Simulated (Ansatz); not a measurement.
Molecule: CH9ClNSi2, net charge 1, singlet state. It need not be the lowest isomer of its formula. 
Structure (B3LYP-D3(BJ)/def2-TZVP (Ansatz, a first-principles code) minimum search):
```
N
H 1 1.0236
H 1 1.0237 2 104.63
Si 1 1.8737 2 109.27 3 -116.95
H 4 1.4677 1 103.43 2 -46.27
H 4 1.4680 5 114.70 1 -113.58
H 4 1.4690 5 114.00 6 -134.79
Si 1 1.8844 2 108.38 3 114.21
H 8 1.4669 1 101.51 2 -167.01
C 8 1.8376 9 117.08 1 116.07
H 10 1.0915 8 111.82 9 -170.42
H 10 1.0921 11 109.14 8 -124.14
H 10 1.0925 11 107.64 12 -116.45
Cl 8 2.0254 9 111.73 1 -109.25
```
Charge +1, spin multiplicity 1.

Total electronic energies in hartree. Cores are frozen in the correlated levels unless marked. Spin-orbit coupling is left out. Non-relativistic. Basis-set limits of correlation are two-point, X^-3; Hartree-Fock from the larger set.

```
level                                        program  energy (Eh)
------------------------------------  --------------  -----------
HF/6-31G*                                     Ansatz  -1134.74374
RI-HF/cc-pV(T+d)Z                             Ansatz  -1134.90248
BLYP/def2-TZVPD                               Ansatz  -1137.31849
revPBE-D4/def2-TZVPD                  Ansatz + dftd4  -1137.17729
r2SCAN-D3(BJ)/def2-TZVPD              Ansatz + dftd3   (withheld)
B3LYP-D4/def2-TZVPD                   Ansatz + dftd4  -1137.46958
PBE0/STO-3G                                   Ansatz   (withheld)
PBE0/def2-TZVP                                Ansatz  -1136.87167
BHLYP-D4/def2-TZVPD                   Ansatz + dftd4  -1137.34773
HSE06-D3(BJ)/def2-TZVPD               Ansatz + dftd3  -1136.85656
HSE06/def2-TZVPD                              Ansatz  -1136.84619
wB97X-V/def2-TZVPD                            Ansatz  -1137.20279
B2GP-PLYP-D3(BJ)/def2-TZVPD           Ansatz + dftd3  -1136.78738
B2PLYP/def2-TZVPD                             Ansatz  -1136.92300
MP2/cc-pVTZ                                   Ansatz  -1135.71783
MP2/cc-pV(Q+d)Z                               Ansatz  -1135.80731
MP2/CBS(cc-pV(T+d)Z,cc-pV(Q+d)Z)              Ansatz   -1135.8532
SCS-MP2/STO-3G                                Ansatz  -1122.37885
SCS-MP2/cc-pVTZ                               Ansatz  -1135.72940
CCSD/cc-pV(T+d)Z                              Ansatz  -1135.79636
CCSD/cc-pVTZ                                  Ansatz  -1135.78683
CCSD/CBS(cc-pV(T+d)Z,cc-pV(Q+d)Z)             Ansatz   -1135.9079
CCSD(T)/CBS(cc-pV(T+d)Z,cc-pV(Q+d)Z)          Ansatz   -1135.9490
```

Q: What belongs in the gaps?

A: 
- r2SCAN-D3(BJ)/def2-TZVPD, energy (Eh): -1137.24989
- PBE0/STO-3G, energy (Eh): -1124.00899
